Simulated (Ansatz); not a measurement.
Ansatz (a program for electronic structure) input (B3LYP-D3(BJ)/def2-TZVP):

Ansatz 0.2 input:
```yaml
crystal:
  periodic: [false, false, false]
  atoms:
    - {symbol: Se, position_ang: [0.01926114, -0.01724611, 0.40055910]}
    - {symbol: F, position_ang: [0.64744174, 1.14626581, -0.74154371]}
    - {symbol: F, position_ang: [-0.72020603, -1.08111382, -0.77167957]}
basis:
  gaussian:
    orbitals: def2-TZVP
hamiltonian:
  xc: b3lyp
  dispersion: d3bj
phonons: {temperatures: {t_min: 298.15, t_max: 298.15, t_step: 100}}
```

Output:

```
Functional definition: B3LYP
integrals: 0.03 GiB planned
721 factors; their error is unknown
mean field: 0.32 GiB planned
mean field evaluation 1: about -70782.3814 eV, gradient 4.7e1 eV
mean field evaluation 2: about -70771.0307 eV, gradient 9.9e1 eV
mean field evaluation 4: about -70785.4167 eV, gradient 1.4e0 eV
mean field evaluation 8: about -70785.7630 eV, gradient 3.1e-2 eV
mean field evaluation 16: about -70785.7630 eV, gradient 1.1e-5 eV
mean field -70785.76302740 eV, -2601.3288109436 hartree, gradient 1.1e-5 eV, S^2 0.000000; 0 other end points of the search recorded, 0 dependent functions left out
the calculation of the forces begins
reference -70785.76318812 eV, -2601.3288168498 hartree; 26, 26 occupied and 84, 84 virtual orbitals, 721 factors
these checks for a lower state are left out or cut short: stability, starts, cluster_reference, orbital_swaps, neighbouring_geometries, increment
integrals: 0.03 GiB planned
721 factors; their error is unknown
mean field: 0.32 GiB planned
mean field -70785.76297038 eV, -2601.3288088479 hartree, gradient 6.6e-7 eV, S^2 0.000000; 0 other end points of the search recorded, 0 dependent functions left out
the calculation of the forces begins
reference -70785.76313108 eV, -2601.3288147535 hartree; 26, 26 occupied and 84, 84 virtual orbitals, 721 factors
these checks for a lower state are left out or cut short: stability, starts, cluster_reference, orbital_swaps, neighbouring_geometries, increment
integrals: 0.03 GiB planned
721 factors; their error is unknown
mean field: 0.32 GiB planned
mean field evaluation 32: about -70785.7630 eV, gradient 6.5e-7 eV
mean field -70785.76296775 eV, -2601.3288087515 hartree, gradient 6.5e-7 eV, S^2 0.000000; 0 other end points of the search recorded, 0 dependent functions left out
the calculation of the forces begins
reference -70785.76312849 eV, -2601.3288146585 hartree; 26, 26 occupied and 84, 84 virtual orbitals, 721 factors
these checks for a lower state are left out or cut short: stability, starts, cluster_reference, orbital_swaps, neighbouring_geometries, increment
integrals: 0.03 GiB planned
721 factors; their error is unknown
mean field: 0.32 GiB planned
mean field -70785.76298762 eV, -2601.3288094814 hartree, gradient 6.9e-7 eV, S^2 0.000000; 0 other end points of the search recorded, 0 dependent functions left out
the calculation of the forces begins
reference -70785.76314831 eV, -2601.3288153869 hartree; 26, 26 occupied and 84, 84 virtual orbitals, 721 factors
these checks for a lower state are left out or cut short: stability, starts, cluster_reference, orbital_swaps, neighbouring_geometries, increment
integrals: 0.03 GiB planned
721 factors; their error is unknown
mean field: 0.32 GiB planned
mean field -70785.76297030 eV, -2601.3288088450 hartree, gradient 6.5e-7 eV, S^2 0.000000; 0 other end points of the search recorded, 0 dependent functions left out
the calculation of the forces begins
reference -70785.76313104 eV, -2601.3288147521 hartree; 26, 26 occupied and 84, 84 virtual orbitals, 721 factors
these checks for a lower state are left out or cut short: stability, starts, cluster_reference, orbital_swaps, neighbouring_geometries, increment
integrals: 0.03 GiB planned
721 factors; their error is unknown
mean field: 0.32 GiB planned
mean field -70785.76300758 eV, -2601.3288102150 hartree, gradient 7.9e-7 eV, S^2 0.000000; 0 other end points of the search recorded, 0 dependent functions left out
the calculation of the forces begins
reference -70785.76316831 eV, -2601.3288161217 hartree; 26, 26 occupied and 84, 84 virtual orbitals, 721 factors
these checks for a lower state are left out or cut short: stability, starts, cluster_reference, orbital_swaps, neighbouring_geometries, increment
integrals: 0.03 GiB planned
721 factors; their error is unknown
mean field: 0.32 GiB planned
mean field evaluation 64: about -70785.7630 eV, gradient 8.1e-7 eV
mean field -70785.76300884 eV, -2601.3288102615 hartree, gradient 8.1e-7 eV, S^2 0.000000; 0 other end points of the search recorded, 0 dependent functions left out
the calculation of the forces begins
reference -70785.76316955 eV, -2601.3288161674 hartree; 26, 26 occupied and 84, 84 virtual orbitals, 721 factors
Total energy: -70785.81780828 eV, -2601.3308241036 hartree
Atom 0 at     0.019261    -0.017246     0.400559 Å, force     0.000001    -0.000001     0.000013 eV/Å
Atom 1 at     0.647442     1.146266    -0.741544 Å, force    -0.000040    -0.000064    -0.000007 eV/Å
Atom 2 at    -0.720206    -1.081114    -0.771680 Å, force     0.000039     0.000064    -0.000006 eV/Å
Dipole moment:     0.020803    -0.018627     0.432626 e Å
Vibrations: 258.07 663.35 694.24 cm⁻¹, zero-point energy 0.100158 eV
```
